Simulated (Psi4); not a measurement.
CH3S (SMILES C[S-]), charge -1, singlet, at a GFN2-xTB geometry (a gas-phase anion, which may not be bound at this level), with bond 4-1 at 2.0 times its length; HF/3-21G run with Psi4.

The Psi4 input:
```
memory 2 GB

molecule {
-1 1
C    -0.03158867    1.10849493    0.00618882
S     0.01982142   -0.69556393   -0.00388339
H    -1.06837494    1.46368151   -0.03291479
H     0.90121879    1.89392587    1.82921320
H     0.50594923    1.51316136   -0.85978488
}

set {
  basis 3-21g
  guess sap
}

energy('scf')
print_variables()
```

It wrote (shortened):

```
   => Loading Basis Set <=

    Name: 3-21G
    Role: ORBITAL
    Keyword: BASIS

         ---------------------------------------------------------
                                   SCF
               by Justin Turney, Rob Parrish, Andy Simmonett
                          and Daniel G. A. Smith
                              RHF Reference
         ---------------------------------------------------------

  ==> Geometry <==

    Molecular point group: c1
    Full point group: C1

    Geometry (in Angstrom), charge = -1, multiplicity = 1:

       Center              X                  Y                   Z               Mass
    ------------   -----------------  -----------------  -----------------  -----------------
         C           -0.044273105124     1.194200873936    -0.012833144165    12.000000000000
         S            0.007136984876    -0.609857986064    -0.022905354165    31.972071174400
         H           -1.081059375124     1.549387453936    -0.051936754165     1.007825032230
         H            0.888534354876     1.979631813936     1.810191235835     1.007825032230
         H            0.493264794876     1.598867303936    -0.878806844165     1.007825032230

  Running in c1 symmetry.

  Rotational constants: A =      2.72823  B =      0.42450  C =      0.39478 [cm^-1]
  Rotational constants: A =  81790.27286  B =  12726.13587  C =  11835.17551 [MHz]
  Nuclear repulsion =   45.642816846859979

  Charge       = -1
  Multiplicity = 1
  Electrons    = 26
  Nalpha       = 13
  Nbeta        = 13

  ==> Algorithm <==

  SCF Algorithm Type is DF.
  DIIS enabled.
  MOM disabled.
  Fractional occupation disabled.
  Guess Type is SAP.
  Energy threshold   = 1.00e-06
  Density threshold  = 1.00e-06
  Integral threshold = 1.00e-12

  ==> Primary Basis <==

  Basis Set: 3-21G
    Blend: 3-21G
    Number of shells: 18
    Number of basis functions: 28
    Number of Cartesian functions: 28
    Spherical Harmonics?: false
    Max angular momentum: 1

   => Loading Basis Set <=

    Name: (3-21G AUX)
    Role: JKFIT
    Keyword: DF_BASIS_SCF

  ==> Integral Setup <==

  SCF_SUBTYPE=INCORE selected. In-core MEM_DF algorithm will be used.
  Using in-core AOs.

  ==> MemDFJK: Density-Fitted J/K Matrices <==

    J tasked:                   Yes
    K tasked:                   Yes
    wK tasked:                   No
    Algorithm:                 Core
    Schwarz Cutoff:           1E-12
    Mask sparsity (%):       0.5102
    Fitting Condition:        1E-10

   => Auxiliary Basis Set <=

  Basis Set: (3-21G AUX)
    Blend: DEF2-UNIVERSAL-JKFIT
    Number of shells: 81
    Number of basis functions: 304
    Number of Cartesian functions: 304
    Spherical Harmonics?: false
    Max angular momentum: 4

  Minimum eigenvalue in the overlap matrix is 4.0002195986E-02.
  Reciprocal condition number of the overlap matrix is 1.0970412783E-02.
    Using symmetric orthogonalization.

  ==> Pre-Iterations <==

  SCF Guess: Superposition of Atomic Potentials (doi:10.1021/acs.jctc.8b01089).

  ==> SAP guess <==

   => Molecular Quadrature <=

    Radial Scheme          =       TREUTLER
    Pruning Scheme         =           NONE
    Nuclear Scheme         =       TREUTLER

    Blocking Scheme        =         OCTREE
    BS radius alpha        =              1
    Pruning alpha          =              1
    Radial Points          =             75
    Spherical Points       =            302
    Total Points           =         107857
    Total Blocks           =            876
    Max Points             =            256
    Max Functions          =             28
    Weights Tolerance      =       1.00E-15

   -------------------------------------------------------
    Irrep   Nso     Nmo     Nalpha   Nbeta   Ndocc  Nsocc
   -------------------------------------------------------
     A         28      28      13      13      13       0
   -------------------------------------------------------
    Total      28      28      13      13      13       0
   -------------------------------------------------------

  ==> Iterations <==

                           Total Energy        Delta E     RMS |[F,P]|

   @DF-RHF iter   1:  -433.41255840154366   -4.33413e+02   5.09494e-02 DIIS/ADIIS
   @DF-RHF iter   2:  -434.16380544897117   -7.51247e-01   3.21819e-02 DIIS/ADIIS
   @DF-RHF iter   3:  -434.79354340496673   -6.29738e-01   3.92836e-03 DIIS/ADIIS
   @DF-RHF iter   4:  -434.80214395709112   -8.60055e-03   1.10357e-03 DIIS/ADIIS
   @DF-RHF iter   5:  -434.80294890598185   -8.04949e-04   2.61300e-04 DIIS/ADIIS
   @DF-RHF iter   6:  -434.80303437779003   -8.54718e-05   8.13924e-05 DIIS
   @DF-RHF iter   7:  -434.80304811988577   -1.37421e-05   3.03370e-05 DIIS
   @DF-RHF iter   8:  -434.80305075398047   -2.63409e-06   1.05876e-05 DIIS
   @DF-RHF iter   9:  -434.80305091643493   -1.62454e-07   1.13516e-06 DIIS
   @DF-RHF iter  10:  -434.80305091880035   -2.36543e-09   2.27909e-07 DIIS
  Energy and wave function converged.

  ==> Post-Iterations <==

    Orbital Energies [Eh]
    ---------------------

    Doubly Occupied:

       1A    -91.027658     2A    -11.066819     3A     -8.623493
       4A     -6.299970     5A     -6.296049     6A     -6.295463
       7A     -0.787879     8A     -0.578612     9A     -0.401773
      10A     -0.260100    11A     -0.183885    12A     -0.100968
      13A     -0.064658

    Virtual:

      14A      0.274565    15A      0.439299    16A      0.501418
      17A      0.507265    18A      0.887603    19A      0.979287
      20A      0.980864    21A      0.984063    22A      1.168949
      23A      1.194155    24A      1.266880    25A      1.459664
      26A      1.484008    27A      1.514950    28A      2.040941

    Final Occupation by Irrep:
              A
    DOCC [    13 ]
    NA   [    13 ]
    NB   [    13 ]

  @DF-RHF Final Energy:  -434.80305091880035

   => Energetics <=

    Nuclear Repulsion Energy =             45.6428168468599793
    One-Electron Energy =                -696.9170793814751050
    Two-Electron Energy =                 216.4712116158147523
    Total Energy =                       -434.8030509188003521

Computation Completed

Properties will be evaluated at   0.000000,   0.000000,   0.000000 [a0]

Properties computed using the SCF density matrix

 Multipole Moments:

 ------------------------------------------------------------------------------------
     Multipole            Electronic (a.u.)      Nuclear  (a.u.)        Total (a.u.)
 ------------------------------------------------------------------------------------

 L = 1.  Multiply by 2.5417464519 to convert [e a0] to [Debye]
 Dipole X            :         -0.9607836            0.2821227           -0.6786609
 Dipole Y            :         -4.8466952            4.7911437           -0.0555515
 Dipole Z            :         -2.1193155            0.8238509           -1.2954646
 Magnitude           :                                                    1.4635215

 ------------------------------------------------------------------------------------

  Variable Map:
  ----------------------------------------------------------------------------
  "CURRENT ENERGY"           =>    -434.803050918800
  "CURRENT REFERENCE ENERGY" =>    -434.803050918800
  "DD SOLVATION ENERGY"      =>       0.000000000000
  "HF KINETIC ENERGY"        =>     434.269961914848
  "HF POTENTIAL ENERGY"      =>    -869.073012833648
  "HF TOTAL ENERGY"          =>    -434.803050918800
  "HF VIRIAL RATIO"          =>       2.001227552101
  "NUCLEAR REPULSION ENERGY" =>      45.642816846860
  "ONE-ELECTRON ENERGY"      =>    -696.917079381475
  "PCM POLARIZATION ENERGY"  =>       0.000000000000
  "PE ENERGY"                =>       0.000000000000
  "SCF ITERATION ENERGY"     =>    -434.803050918800
  "SCF ITERATIONS"           =>      10.000000000000
  "SCF TOTAL ENERGY"         =>    -434.803050918800
  "TWO-ELECTRON ENERGY"      =>     216.471211615815
  "XC GRID RADIAL POINTS"    =>      75.000000000000
  "XC GRID SPHERICAL POINTS" =>     302.000000000000
  "XC GRID TOTAL POINTS"     =>  107857.000000000000

  Array Variable Map:
  ----------------------------------------------------------------------------
  "CURRENT DIPOLE"           =>      -0.678660887767 ... -1.295464587829 1 by 3
  "SCF DIPOLE"               =>      -0.678660887767 ... -1.295464587829 1 by 3
  "SCF TOTAL ENERGIES"       =>    -433.412558401544 ... -434.803050918800 1 by 10
```
